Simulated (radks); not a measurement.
Species: Ru3+. Configuration: [Kr] 4d4.75 5s0.25 (fractional occupations, a model configuration). All-electron calculation, scalar-relativistic Kohn-Sham, r2SCAN, spin-polarised, spherical densities, finite nucleus; open shells are filled with parallel spins first (spin-orbit coupling, left out, can overturn this in heavy ions); meta-GGA in the generalised Kohn-Sham scheme; Fermi nuclear charge, rms radius 4.4809 fm. Program: a radial shooting solver on a logarithmic mesh with Libxc functionals.

Radial electron density D(r) = 4 pi r^2 rho(r):

| r (bohr) | D(r) (e/bohr) | spin D(r) |
|---|---|---|
| 0.005475 | 16.56 | 0.000338 |
| 0.007303 | 24.33 | 0.000466 |
| 0.00974 | 33.91 | 0.000566 |
| 0.01289 | 43.82 | 0.000529 |
| 0.01719 | 52.26 | 0.000135 |
| 0.02293 | 55.95 | -0.000927 |
| 0.03033 | 53.70 | -0.00268 |
| 0.04046 | 48.69 | -0.00385 |
| 0.05396 | 48.84 | 0.00197 |
| 0.0714 | 58.35 | 0.0323 |
| 0.09523 | 69.10 | 0.128 |
| 0.127 | 65.11 | 0.342 |
| 0.168 | 49.80 | 0.666 |
| 0.2241 | 45.49 | 0.941 |
| 0.2989 | 54.05 | 0.798 |
| 0.3955 | 47.32 | 0.221 |
| 0.5276 | 24.76 | 0.0299 |
| 0.7036 | 13.53 | 1.25 |
| 0.9385 | 14.01 | 3.30 |
| 1.242 | 10.87 | 3.91 |
| 1.656 | 4.894 | 2.69 |
| 2.209 | 1.434 | 1.12 |
| 2.923 | 0.3151 | 0.297 |
| 3.898 | 0.04189 | 0.0416 |
| 5.199 | 0.002537 | 0.00254 |

D(r) has 4 maxima, at r = 0.0235, 0.104, 0.319, 0.938 bohr, and minima at 0.0467, 0.205, 0.750 bohr, inside which lie 2.02, 11.08, 29.12 electrons.
